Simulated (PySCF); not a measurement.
## Electronic structure of Nb (niobium, neutral) at the UHF level

Configuration: [Kr] 4d5, high-spin 6S determinant (an excited configuration). Calculation: PySCF 2.14, in aug-cc-pVDZ-PP with ECP28MDF; a scalar-relativistic core potential.

```json
{"Total energy": "-56.086901 hartree", "One-electron energy": "-97.0445 hartree", "Hartree (Coulomb) energy": "47.4522 hartree", "Exchange energy": "-6.4947 hartree", "⟨S²⟩": "8.7538", "⟨L²⟩": "0.000", "Sum of ⟨r⟩": "21.83 bohr", "Sum of ⟨r²⟩": "48.00 bohr²"}
```

```tsv
shell	electrons	mean orbital energy (hartree)	rms radius, mean of both spins (bohr)
4s α	1	-2.64086	1.26
4s β	1	-2.46516	1.26
4p α	3	-1.61663	1.42
4p β	3	-1.37028	1.42
4d α	5	-0.21250	2.56
```

Energies and moments cover only the electrons outside the core potential.
